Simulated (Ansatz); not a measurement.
Reaction (cleavage of the Si–Si bond): `[SiH3][SiH2][InH2]` + `OB(O)Cl` → `OB(Cl)O[SiH3]` + `[SiH3][InH2]`

Computed with Ansatz on PBE0-D4/def2-TZVP structures; ΔE is electronic, products minus reactants. CBS: MP2 limit from def2 TZ/QZ plus the TZ coupled-cluster correction, frozen cores. DFT in def2-TZVPP. B3LYP here is the variant with VWN-RPA as its local correlation; programs differ in this. Elements past krypton have def2 core potentials. For In outer-core shells are correlated without core-valence functions, which leaves a few kJ/mol of doubt a bond. Each species was taken in one conformer, which may not be the lowest.

```
         level  ΔE (kJ/mol)  difference from CCSD(T)/CBS
     r2SCAN-D4        -68.7                          6.7
        revPBE        -50.8                         24.6
         B3LYP        -79.1                         -3.7
         BHLYP        -89.8                        -14.4
       LC-ωPBE        -68.1                          7.3
   HF/def2-SVP        -90.4                        -15.0
  MP2/def2-SVP        -71.9                          3.5
 HF/def2-TZVPP       -104.5                        -29.1
MP2/def2-TZVPP        -80.6                         -5.2
 HF/def2-QZVPP       -106.7                        -31.3
   CCSD(T)/CBS        -75.4                            0
```

Largest T1 diagnostic among the species: 0.014.

From PBE to PBE0 (25 % exact exchange), in def2-TZVPP and without D4, ΔE moves by −7.1 kJ/mol. At CCSD(T), def2-SVP lies +7.5 kJ/mol from the extrapolated value and def2-TZVPP −0.3 kJ/mol. Leaving LDA and LC-ωPBE aside and taking each functional with its dispersion term where it has one, the values, not all of them listed here, spread over 35.8 kJ/mol, from BHLYP-D4 to PBE-D4.
